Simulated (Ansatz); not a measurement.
In10P10 was relaxed with PBE-D4 (def2-SVP) in Ansatz in these states: charge +1 doublet, neutral singlet. The geometries follow in no particular order.

In the def2 sets In takes a core potential; there is no spin–orbit coupling. Single mean-field runs in def2-SVP are fitted with def2-universal-jkfit.

A:

```xyz
20

P     3.381    1.775    1.113
P     0.448    4.458   -1.616
P     1.582    0.069   -2.964
P    -2.493    2.046   -2.440
P     0.860   -0.568    4.514
P     1.806   -2.209    0.302
P    -1.801   -3.142    2.810
P    -0.609    0.811    0.875
P     0.112   -1.620   -2.869
P     0.522   -3.067   -1.231
In    2.061    3.453   -0.100
In    1.504    0.930    2.691
In    1.754    0.241   -0.406
In   -1.378    2.996   -0.280
In    0.028    2.152   -2.922
In   -1.883   -0.209   -1.293
In   -2.066   -0.217    3.587
In    0.524   -2.260    2.626
In   -1.849   -2.796    0.353
In   -2.504   -2.843   -2.750
```

B:

```xyz
20

P    -1.359    3.756    0.293
P    -4.537    0.259    1.326
P    -1.925   -0.012   -2.625
P    -2.523   -3.050    0.747
P     2.879    2.656    2.353
P     1.624    1.595   -2.076
P     4.279   -0.676    0.807
P    -0.035    0.013    1.477
P    -0.247   -1.472   -2.627
P     1.716   -0.472   -2.829
In   -3.154    2.237    1.025
In    0.479    2.727    1.772
In   -0.647    1.456   -0.922
In   -2.328   -0.936    2.247
In   -3.296   -1.038   -0.676
In   -0.156   -2.288    0.038
In    2.526   -0.035    2.734
In    3.169    1.471    0.013
In    2.723   -1.995   -0.694
In    0.814   -4.195   -2.384
```

Judge from the bond lengths which geometry belongs to which state (an estimate).

A is the neutral singlet (In18–In19 3.330 Å, In19–In20 3.171 Å, In16–In20 3.073 Å); B is the charge +1 doublet (In18–In19 3.565 Å, In19–In20 3.368 Å, In16–In20 3.233 Å).
